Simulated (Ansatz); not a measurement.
Born–Oppenheimer molecular dynamics of C2H9BOSi (14 atoms, charge 0, multiplicity 1). It starts at the highest image of a converged band. Of that band: Neighbouring images differ by up to 2.8 eV, so the band resolves the path poorly. A vibrational analysis at the climbing image gives one clearly imaginary mode, 1479i cm⁻¹: a first-order saddle point.

These are results of Ansatz 0.2.0, RKS PBE0/6-31G*, not measurements.

- ensemble: NVE (velocity Verlet)
- time step: 0.5 fs
- steps asked: 200
- starting velocities drawn for: 100 K
- seed: 3936

Frames 1 fs apart, positions in Å.

Velocities at 70.0 fs (Å/ps):

```
C -0.93 -1.06 -2.90
O 18.85 7.50 0.64
B -24.65 10.32 9.54
C -1.03 -10.15 -6.77
Si 1.23 3.20 1.94
H 13.50 -54.42 15.06
H 4.37 -80.58 -25.99
H -3.89 -21.32 -35.35
H -60.24 1.64 9.96
H -4.70 -15.54 5.54
H 26.88 5.13 -40.55
H -3.15 -17.06 10.93
H -0.78 6.94 5.05
H -17.86 -10.13 4.03
```

```xyz
14
Properties=species:S:1:pos:R:3 time_fs=70.0 energy_less_start_eV=-1.786 T=1251
C -1.821 0.161 1.618
O -0.614 -0.590 1.503
B 0.100 -1.305 0.572
C 0.592 -0.922 -0.999
Si 1.109 0.854 -1.440
H -1.986 0.858 2.425
H -2.329 0.559 0.750
H -2.247 -0.850 1.824
H 0.751 -2.240 0.951
H 1.346 -1.521 -1.541
H -0.329 -0.993 -1.633
H -0.128 1.589 -1.022
H 2.322 1.378 -0.640
H 1.340 1.052 -2.861
14
Properties=species:S:1:pos:R:3 time_fs=71.0 energy_less_start_eV=-1.830 T=1279
C -1.822 0.158 1.615
O -0.595 -0.582 1.503
B 0.076 -1.294 0.581
C 0.590 -0.932 -1.006
Si 1.110 0.857 -1.438
H -1.968 0.805 2.444
H -2.321 0.480 0.719
H -2.262 -0.863 1.792
H 0.689 -2.240 0.964
H 1.340 -1.540 -1.531
H -0.300 -0.988 -1.673
H -0.130 1.574 -1.012
H 2.318 1.384 -0.638
H 1.323 1.042 -2.861
14
Properties=species:S:1:pos:R:3 time_fs=72.0 energy_less_start_eV=-1.882 T=1313
C -1.824 0.151 1.611
O -0.574 -0.574 1.503
B 0.054 -1.282 0.588
C 0.587 -0.942 -1.012
Si 1.111 0.860 -1.435
H -1.942 0.757 2.470
H -2.309 0.409 0.681
H -2.297 -0.860 1.766
H 0.625 -2.243 0.983
H 1.333 -1.565 -1.513
H -0.271 -0.984 -1.712
H -0.130 1.564 -1.004
H 2.308 1.387 -0.640
H 1.308 1.033 -2.868
14
Properties=species:S:1:pos:R:3 time_fs=73.0 energy_less_start_eV=-1.914 T=1332
C -1.827 0.140 1.607
O -0.554 -0.564 1.504
B 0.035 -1.270 0.593
C 0.584 -0.950 -1.018
Si 1.112 0.863 -1.431
H -1.912 0.719 2.502
H -2.291 0.349 0.638
H -2.347 -0.841 1.749
H 0.562 -2.251 1.006
H 1.325 -1.598 -1.487
H -0.243 -0.980 -1.750
H -0.129 1.560 -0.996
H 2.294 1.388 -0.647
H 1.295 1.025 -2.880
14
Properties=species:S:1:pos:R:3 time_fs=74.0 energy_less_start_eV=-1.891 T=1318
C -1.830 0.125 1.601
O -0.534 -0.553 1.505
B 0.019 -1.259 0.594
C 0.579 -0.957 -1.024
Si 1.113 0.865 -1.427
H -1.879 0.689 2.535
H -2.268 0.305 0.596
H -2.407 -0.811 1.741
H 0.499 -2.264 1.032
H 1.319 -1.636 -1.455
H -0.217 -0.978 -1.787
H -0.127 1.562 -0.990
H 2.277 1.389 -0.657
H 1.284 1.018 -2.897
14
Properties=species:S:1:pos:R:3 time_fs=75.0 energy_less_start_eV=-1.824 T=1275
C -1.832 0.107 1.594
O -0.516 -0.540 1.507
B 0.006 -1.249 0.592
C 0.573 -0.964 -1.029
Si 1.113 0.868 -1.423
H -1.847 0.666 2.559
H -2.237 0.278 0.559
H -2.472 -0.775 1.742
H 0.439 -2.282 1.058
H 1.313 -1.679 -1.415
H -0.195 -0.977 -1.822
H -0.125 1.568 -0.985
H 2.260 1.389 -0.668
H 1.274 1.013 -2.913
14
Properties=species:S:1:pos:R:3 time_fs=76.0 energy_less_start_eV=-1.762 T=1236
C -1.834 0.086 1.587
O -0.500 -0.526 1.511
B -0.003 -1.242 0.587
C 0.567 -0.969 -1.034
Si 1.113 0.869 -1.418
H -1.816 0.648 2.569
H -2.199 0.269 0.532
H -2.539 -0.739 1.752
H 0.380 -2.302 1.082
H 1.307 -1.724 -1.369
H -0.177 -0.979 -1.855
H -0.122 1.579 -0.981
H 2.247 1.392 -0.678
H 1.265 1.008 -2.928
14
Properties=species:S:1:pos:R:3 time_fs=77.0 energy_less_start_eV=-1.753 T=1230
C -1.835 0.064 1.580
O -0.486 -0.509 1.517
B -0.009 -1.238 0.578
C 0.561 -0.974 -1.038
Si 1.113 0.871 -1.414
H -1.789 0.636 2.560
H -2.155 0.278 0.517
H -2.605 -0.707 1.769
H 0.324 -2.321 1.099
H 1.299 -1.766 -1.317
H -0.162 -0.983 -1.883
H -0.118 1.594 -0.978
H 2.241 1.397 -0.687
H 1.258 1.005 -2.936
14
Properties=species:S:1:pos:R:3 time_fs=78.0 energy_less_start_eV=-1.800 T=1260
C -1.836 0.040 1.573
O -0.474 -0.491 1.524
B -0.011 -1.237 0.565
C 0.554 -0.978 -1.041
Si 1.112 0.871 -1.410
H -1.768 0.629 2.531
H -2.107 0.303 0.514
H -2.664 -0.679 1.791
H 0.270 -2.339 1.108
H 1.287 -1.803 -1.261
H -0.150 -0.991 -1.905
H -0.113 1.612 -0.977
H 2.242 1.405 -0.692
H 1.251 1.002 -2.938
14
Properties=species:S:1:pos:R:3 time_fs=79.0 energy_less_start_eV=-1.868 T=1303
C -1.836 0.016 1.565
O -0.465 -0.471 1.531
B -0.012 -1.238 0.551
C 0.547 -0.982 -1.043
Si 1.111 0.871 -1.405
H -1.752 0.629 2.485
H -2.057 0.342 0.524
H -2.712 -0.657 1.814
H 0.218 -2.354 1.107
H 1.270 -1.832 -1.202
H -0.141 -1.003 -1.921
H -0.107 1.633 -0.977
H 2.251 1.416 -0.693
H 1.246 1.001 -2.931
14
Properties=species:S:1:pos:R:3 time_fs=80.0 energy_less_start_eV=-1.904 T=1326
C -1.836 -0.008 1.558
O -0.456 -0.451 1.539
B -0.010 -1.242 0.535
C 0.539 -0.985 -1.044
Si 1.109 0.871 -1.402
H -1.744 0.638 2.428
H -2.008 0.392 0.543
H -2.747 -0.641 1.835
H 0.169 -2.364 1.093
H 1.249 -1.851 -1.143
H -0.134 -1.019 -1.929
H -0.099 1.654 -0.979
H 2.267 1.429 -0.692
H 1.242 1.000 -2.918
14
Properties=species:S:1:pos:R:3 time_fs=81.0 energy_less_start_eV=-1.874 T=1307
C -1.835 -0.032 1.552
O -0.449 -0.431 1.547
B -0.008 -1.248 0.519
C 0.532 -0.988 -1.045
Si 1.108 0.870 -1.398
H -1.743 0.659 2.365
H -1.964 0.448 0.570
H -2.764 -0.631 1.851
H 0.123 -2.370 1.068
H 1.226 -1.860 -1.087
H -0.129 -1.039 -1.931
H -0.089 1.676 -0.982
H 2.286 1.442 -0.689
H 1.239 1.000 -2.898
```

Of the whole run (100 fs, mean temperature of the second half 1247 K): The conserved energy stayed within 0.3 meV per atom of its start (net change -0.025 meV per atom), so the integration is sound. The kinetic energy rose, since the run started high on the potential surface and went downhill. A run of 0.1 ps of so small a system gives no equilibrium averages. The orbitals stay closed-shell, which can raise the energy where a bond breaks towards radicals; this wasn't checked here.

Run time: 4.9 min on 2 threads of Intel(R) Xeon(R) 6975P-C (Granite Rapids) (shared host), peak memory 0.24 GiB.
